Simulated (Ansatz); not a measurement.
Geometry optimisation, RKS r2SCANh-D4/6-31G (Ansatz 0.2.0).

The input (input.yaml):

```yaml
crystal:
  periodic: [false, false, false]
  atoms:
    - { symbol: F, position_ang: [-0.265, -0.0446, 2.0335] }
    - { symbol: C, position_ang: [0.6415, -0.376, 1.1323] }
    - { symbol: Cl, position_ang: [1.3936, -1.8485, 1.7342] }
    - { symbol: C, position_ang: [0.0756, -0.6312, -0.2193] }
    - { symbol: Si, position_ang: [-0.6584, 0.8851, -1.051] }
    - { symbol: H, position_ang: [1.4046, 0.43, 1.0948] }
    - { symbol: H, position_ang: [0.7579, -1.0973, -0.8902] }
    - { symbol: H, position_ang: [-0.7861, -1.3352, -0.1022] }
    - { symbol: H, position_ang: [-1.7377, 1.5249, -0.1846] }
    - { symbol: H, position_ang: [0.4433, 1.8758, -1.1698] }
    - { symbol: H, position_ang: [-1.2039, 0.5601, -2.357] }
basis:
  gaussian: { orbitals: "6-31G" }
hamiltonian:
  xc: r2scanh
  dispersion: d4
relax:
  f_tol: 0.015
  max_steps: 40
```

Run as:

```bash
$ ansatz run input.yaml --threads 1 --pin off --max-ram 2048MiB --backend cpu --events-out ev --progress --plain --runs-dir out
```

Problem. Where does it end, and by what steps?

Solution. It converged. Limits of this set-up: no polarisation functions. After 9 steps the energy has fallen by 0.535 eV; F1 moved furthest, 0.40 Å.

| step | energy less start (eV) | largest force component (eV/Å) | accepted |
| --- | --- | --- | --- |
| 0 | 0.0000 | 3.210 | yes |
| 1 | -0.4133 | 1.508 | yes |
| 2 | -0.5103 | 0.469 | yes |
| 3 | -0.5197 | 0.179 | yes |
| 4 | -0.5236 | 0.146 | yes |
| 5 | -0.5306 | 0.132 | yes |
| 6 | -0.5333 | 0.068 | yes |
| 7 | -0.5349 | 0.040 | yes |
| 8 | -0.5351 | 0.016 | yes |
| 9 | -0.5351 | 0.008 | yes |

```xyz
11
Properties=species:S:1:pos:R:3
F -0.119 0.311 1.943
C 0.740 -0.372 1.050
Cl 1.288 -1.948 1.930
C 0.021 -0.678 -0.224
Si -0.725 0.927 -1.004
H 1.652 0.212 0.944
H 0.711 -1.140 -0.935
H -0.789 -1.388 -0.032
H -1.989 1.320 -0.310
H 0.280 2.036 -0.889
H -1.006 0.662 -2.453
```

Whether the end is a true minimum wasn't checked by a vibrational analysis.

Time of the run: 25 s on 1 thread of AMD EPYC 9B45 (Zen 5), on a shared host, peak memory 0.2 GiB.
